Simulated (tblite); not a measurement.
Task: What does the GFN2-xTB structure of InChI=1S/C5H6F3N3/c1-4-2-9-11(10-4)3-5(6,7)8/h2H,3H2,1H3 look like in three dimensions?

Result: 
Z-matrix in Å and degrees, rows numbered from 1:
```
C 
C   1  1.4820
C   2  1.4081  1  129.41
N   3  1.3193  2  108.47  1  -179.72
N   4  1.3149  3  104.47  2    -0.11
C   5  1.4281  4  122.63  3   177.78
C   6  1.5327  5  111.09  4   -87.49
F   7  1.3353  6  112.48  5   -60.58
F   7  1.3415  6  110.66  5   179.90
F   7  1.3350  6  112.42  5    60.40
N   5  1.3172  4  114.90  3     0.15
H   1  1.0861  2  109.67  3  -159.93
H   1  1.0876  2  110.35  3   -38.79
H   1  1.0897  2  109.99  3    80.70
H   3  1.0694  2  129.83  1     0.82
H   6  1.0935  5  109.39  4    31.54
H   6  1.0933  5  109.20  4   153.45
```

The 5-membered ring C2–C3–N4–N5–N11 has internal angles of 104.5° to 114.9°; it is planar, 0.00 Å rms from its mean plane, widest ring torsion 0°. N5 (pyrrole-type nitrogen) is planar (angles 122.6°, 122.4° and 114.9°, sum 360.0°, 0.02 Å off the plane of its three neighbours). N4 (pyridine-type nitrogen) is bent (angle 104.5°). The 3 C–N bonds span 1.319 Å (C3–N4, aromatic) to 1.428 Å (N5–C6, drawn single), a spread of 0.109 Å.

Computed geometry: GFN2-xTB, gas phase.

Point group: C1 (no symmetry element, even within 0.4 Å). Its GFN2-xTB frequencies are all real (lowest 18 cm⁻¹). The numbers are those of one conformer (N4–N5–C6–C7 -87°). 3 starts were optimised and ended at 0.00, 0.01 and 0.13 kcal/mol (GFN2-xTB); the lowest of these is shown.

Hardware: Arm Neoverse V2, one thread, no GPU, shared host with 96 logical CPUs at a one-minute load of 53. Cost: 0.14 s. These figures are those of the optimisation.
